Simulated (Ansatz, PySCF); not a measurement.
Gas-phase reaction (SMILES): COB(C)OC [dimethoxy(methyl)borane] + [H][H] (H2) → COBOC [dimethoxyborane] + C (CH4); hydrogen cleaves one B-C bond, a model of a ligand-exchange step.

Each molecule is optimised on its own at B3LYP-D3(BJ)/def2-TZVP (Ansatz, a first-principles code), one conformer each, not searched for the lowest. Cores are frozen in the correlated levels unless marked. Spin-orbit coupling is left out. Non-relativistic. Basis-set limits of correlation are two-point, X^-3; Hartree-Fock from the larger set. [CCSD(T)-MP2]/basis is that difference in the basis named. Thermal terms are rigid-rotor harmonic-oscillator values from B3LYP-D3(BJ) frequencies (Ansatz or PySCF) at 298.15 K and 1 atm. 1 Eh = 627.5095 kcal/mol.

| species | E, RI-MP2/CBS(cc-pVTZ,cc-pVQZ)+[CCSD(T)-MP2]/cc-pVTZ (Ansatz) (Eh) | E, PBE/def2-TZVPD (Ansatz) (Eh) | H - E (Eh) |
|---|---|---|---|
| COB(C)OC | -294.80041 | -294.86441 | 0.13585 |
| [H][H] (H2) | -1.17529 | -1.16589 | 0.01336 |
| COBOC | -255.52801 | -255.58189 | 0.10627 |
| C (CH4) | -40.46125 | -40.46301 | 0.04840 |

Q: Work out ΔE and ΔH at 298.15 K at the first level, then ΔH at the second.

A: 
1. ΔE = [(-255.52801) + (-40.46125)] - [(-294.80041) + (-1.17529)] = -0.01356 Eh = -8.5 kcal/mol at RI-MP2/CBS(cc-pVTZ,cc-pVQZ)+[CCSD(T)-MP2]/cc-pVTZ.
2. The terms H - E add up to 0.00546 Eh, so ΔH = (-0.01356 + (0.00546))×627.5095 = -5.1 kcal/mol.
3. At PBE/def2-TZVPD the same steps give ΔE = -9.2 and ΔH = -5.7 kcal/mol, a shift of -0.6 from the first level.
4. These values are not checked against measurement here, since the tables used lack a sound gas-phase enthalpy of formation for at least one species.
